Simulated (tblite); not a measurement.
C7H15OP.
SMILES with atom numbers: `[CH2:1]=[P:2]1([CH2:3][CH3:4])[CH2:5][CH2:6][O:7][CH2:8][CH2:9]1` (hydrogens: H10, H11 on C1; H12, H13 on C3; H14, H15, H16 on C4; H17, H18 on C5; H19, H20 on C6; H21, H22 on C8; H23, H24 on C9)

Computed with GFN2-xTB (tblite), gas phase: L-BFGS steps from a force-field or distance-geometry start until the largest atomic force falls under 0.01 eV/Å.

Step 64: E = -793.5608 eV
```
atom  x, y, z in Å  |  force x, y, z in eV/Å
C1      0.4870   -1.6967   -1.1819    0.004   0.029   0.033
P2      0.2205   -0.2025   -0.4179    0.061   0.046  -0.001
C3      1.8059    0.7218   -0.3552    0.014   0.030  -0.005
C4      2.9453   -0.1307    0.1813   -0.104   0.040  -0.005
C5     -0.3032   -0.4591    1.3208   -0.009   0.002  -0.020
C6     -1.8293   -0.4692    1.4470   -0.051  -0.032  -0.021
O7     -2.4640    0.6739    0.9363   -0.025   0.016  -0.055
C8     -2.3379    0.7836   -0.4608    0.082   0.028  -0.033
C9     -0.9395    1.2262   -0.8743    0.080  -0.105   0.009
H10     0.7747   -1.5229   -2.2167    0.050  -0.083  -0.078
H11    -0.3729   -2.3559   -1.1171   -0.093  -0.035   0.001
H12     1.6559    1.6210    0.2502    0.071   0.018  -0.046
H13     2.0069    1.0220   -1.3881    0.059   0.082   0.018
H14     3.8940    0.3966    0.1262    0.013   0.051  -0.047
H15     2.7601   -0.3923    1.2179   -0.011  -0.059   0.104
H16     3.0117   -1.0468   -0.3952    0.017  -0.080  -0.033
H17     0.1358    0.3196    1.9477   -0.043   0.059   0.020
H18     0.0888   -1.4338    1.6200    0.033   0.017   0.052
H19    -2.2148   -1.3593    0.9294   -0.043  -0.090  -0.025
H20    -2.1383   -0.5218    2.4947    0.093   0.000   0.042
H21    -3.0877    1.5068   -0.7861   -0.077   0.052   0.042
H22    -2.5545   -0.1909   -0.9319   -0.053   0.005  -0.019
H23    -0.6679    2.1587   -0.3811   -0.034   0.014   0.057
H24    -0.8886    1.3716   -1.9574   -0.034  -0.005   0.010
```

Step 65: E = -793.5640 eV
```
atom  x, y, z in Å  |  force x, y, z in eV/Å
C1      0.4802   -1.6930   -1.1859    0.007   0.048   0.064
P2      0.2224   -0.1992   -0.4166    0.038   0.035  -0.025
C3      1.8092    0.7219   -0.3541   -0.002   0.025  -0.045
C4      2.9427   -0.1366    0.1834   -0.077   0.046   0.025
C5     -0.3016   -0.4521    1.3227    0.011   0.005  -0.039
C6     -1.8291   -0.4707    1.4438   -0.004  -0.054   0.002
O7     -2.4678    0.6701    0.9322   -0.011  -0.057  -0.047
C8     -2.3365    0.7769   -0.4641    0.080   0.026  -0.044
C9     -0.9375    1.2288   -0.8705    0.032  -0.066   0.047
H10     0.7657   -1.5180   -2.2207    0.053  -0.077  -0.086
H11    -0.3828   -2.3480   -1.1203   -0.092  -0.034   0.004
H12     1.6629    1.6242    0.2468    0.067   0.014  -0.018
H13     2.0117    1.0222   -1.3872    0.060   0.059   0.020
H14     3.8941    0.3857    0.1177    0.013   0.028  -0.029
H15     2.7600   -0.3876    1.2251    0.007  -0.052   0.037
H16     3.0006   -1.0577   -0.3880    0.007  -0.052  -0.005
H17     0.1329    0.3332    1.9460   -0.065   0.043   0.008
H18     0.0995   -1.4221    1.6266    0.007   0.024   0.052
H19    -2.2070   -1.3662    0.9266   -0.037  -0.035  -0.009
H20    -2.1354   -0.5246    2.4916    0.064  -0.001   0.054
H21    -3.0924    1.4934   -0.7916   -0.055   0.049   0.023
H22    -2.5448   -0.2022   -0.9345   -0.034   0.065   0.001
H23    -0.6702    2.1608   -0.3698   -0.058  -0.036   0.026
H24    -0.8882    1.3805   -1.9519   -0.012   0.000  -0.016
```

Step 66: E = -793.5681 eV
```
atom  x, y, z in Å  |  force x, y, z in eV/Å
C1      0.4758   -1.6930   -1.1863    0.000   0.003   0.020
P2      0.2259   -0.1983   -0.4170   -0.015   0.022  -0.020
C3      1.8110    0.7233   -0.3522   -0.031   0.043  -0.051
C4      2.9393   -0.1395    0.1856   -0.019   0.022  -0.003
C5     -0.3021   -0.4492    1.3215    0.037   0.003  -0.042
C6     -1.8307   -0.4739    1.4400    0.054  -0.057   0.031
O7     -2.4711    0.6665    0.9287    0.018  -0.120  -0.007
C8     -2.3343    0.7751   -0.4664    0.030   0.034  -0.001
C9     -0.9339    1.2268   -0.8680   -0.035  -0.030  -0.005
H10     0.7672   -1.5229   -2.2219    0.033  -0.076  -0.032
H11    -0.3914   -2.3462   -1.1220   -0.037   0.019   0.005
H12     1.6690    1.6289    0.2452    0.048  -0.015   0.011
H13     2.0149    1.0284   -1.3831    0.070   0.027  -0.009
H14     3.8889    0.3845    0.1135    0.047   0.011   0.000
H15     2.7597   -0.3897    1.2290    0.009  -0.042  -0.002
H16     2.9979   -1.0615   -0.3878   -0.012  -0.006   0.033
H17     0.1271    0.3403    1.9442   -0.079   0.042  -0.007
H18     0.1080   -1.4141    1.6315   -0.026   0.024   0.040
H19    -2.2061   -1.3735    0.9251   -0.028   0.017   0.016
H20    -2.1283   -0.5244    2.4906    0.020  -0.017   0.039
H21    -3.0920    1.4929   -0.7865   -0.034   0.058  -0.022
H22    -2.5469   -0.2028   -0.9382   -0.010   0.077  -0.007
H23    -0.6678    2.1599   -0.3690   -0.061  -0.034   0.042
H24    -0.8918    1.3817   -1.9490    0.021  -0.005  -0.030
```

Step 67: E = -793.5705 eV
```
atom  x, y, z in Å  |  force x, y, z in eV/Å
C1      0.4708   -1.6934   -1.1861    0.008  -0.020   0.005
P2      0.2269   -0.1975   -0.4181   -0.033  -0.012  -0.028
C3      1.8104    0.7244   -0.3517   -0.018   0.015  -0.041
C4      2.9362   -0.1406    0.1868    0.026   0.020   0.005
C5     -0.3008   -0.4477    1.3199    0.036   0.008  -0.013
C6     -1.8296   -0.4780    1.4384    0.072  -0.053   0.035
O7     -2.4708    0.6613    0.9262    0.008  -0.099   0.035
C8     -2.3318    0.7753   -0.4678   -0.037   0.028   0.016
C9     -0.9321    1.2259   -0.8679   -0.043   0.041  -0.016
H10     0.7712   -1.5292   -2.2207    0.018  -0.070  -0.010
H11    -0.3983   -2.3461   -1.1245   -0.010   0.054   0.007
H12     1.6716    1.6285    0.2471    0.026   0.006   0.028
H13     2.0175    1.0322   -1.3808    0.069   0.022  -0.025
H14     3.8852    0.3855    0.1117    0.043  -0.013   0.017
H15     2.7595   -0.3917    1.2321    0.008  -0.026  -0.059
H16     2.9948   -1.0618   -0.3889   -0.013   0.003   0.052
H17     0.1218    0.3465    1.9423   -0.080   0.032  -0.024
H18     0.1148   -1.4086    1.6358   -0.033   0.025   0.027
H19    -2.2054   -1.3787    0.9247   -0.014   0.025   0.031
H20    -2.1231   -0.5246    2.4910    0.004  -0.030   0.014
H21    -3.0908    1.4958   -0.7821   -0.008   0.045  -0.032
H22    -2.5483   -0.2002   -0.9421   -0.002   0.070  -0.020
H23    -0.6666    2.1607   -0.3688   -0.068  -0.068   0.023
H24    -0.8946    1.3815   -1.9491    0.041  -0.003  -0.028
```

Q: Estimate the geometry and energy of step 68. (The exact step hangs on the optimiser's Hessian estimate; all steps are aligned on step 67, rigid shifts and turns removed.)

A: E = -793.5730 eV, largest force 0.094 eV/Å
```
atom  x, y, z in Å  |  force x, y, z in eV/Å
C1      0.4664   -1.6935   -1.1845    0.008  -0.048  -0.036
P2      0.2274   -0.1958   -0.4192   -0.036  -0.019  -0.027
C3      1.8100    0.7261   -0.3507    0.007   0.008  -0.021
C4      2.9330   -0.1424    0.1880    0.062   0.001  -0.011
C5     -0.2985   -0.4441    1.3188    0.017   0.004   0.014
C6     -1.8268   -0.4849    1.4375    0.059  -0.032   0.024
O7     -2.4721    0.6516    0.9240    0.004  -0.050   0.057
C8     -2.3299    0.7757   -0.4688   -0.086   0.013   0.036
C9     -0.9309    1.2258   -0.8688   -0.060   0.055  -0.034
H10     0.7733   -1.5338   -2.2192    0.004  -0.067   0.026
H11    -0.4069   -2.3429   -1.1268    0.020   0.081   0.011
H12     1.6760    1.6286    0.2516    0.001   0.005   0.023
H13     2.0210    1.0371   -1.3780    0.063   0.015  -0.026
H14     3.8826    0.3834    0.1109    0.037  -0.029   0.029
H15     2.7587   -0.3964    1.2338    0.002  -0.008  -0.087
H16     2.9897   -1.0630   -0.3901   -0.011   0.017   0.065
H17     0.1135    0.3569    1.9398   -0.067   0.029  -0.034
H18     0.1241   -1.3994    1.6415   -0.028   0.018   0.019
H19    -2.2022   -1.3867    0.9254    0.006   0.022   0.041
H20    -2.1181   -0.5273    2.4915   -0.001  -0.045  -0.010
H21    -3.0892    1.4998   -0.7762    0.010   0.033  -0.034
H22    -2.5492   -0.1954   -0.9491   -0.002   0.050  -0.031
H23    -0.6654    2.1618   -0.3729   -0.061  -0.057   0.029
H24    -0.8980    1.3782   -1.9510    0.054   0.003  -0.022
```

The energy changes by -0.0025 eV. The first-order estimate −F·Δx gives -0.0034 eV and the mean of the old and new forces, exact on a quadratic surface, -0.0025 eV. The step makes an angle of 71° with the force vector and moves no atom by more than 0.014 Å.

The cost below is that of the whole relaxation. Time: 1.0 s wall. Hardware: one thread, Arm Neoverse V1 (aarch64), no GPU, shared host with 32 logical CPUs at a one-minute load of 9.1.
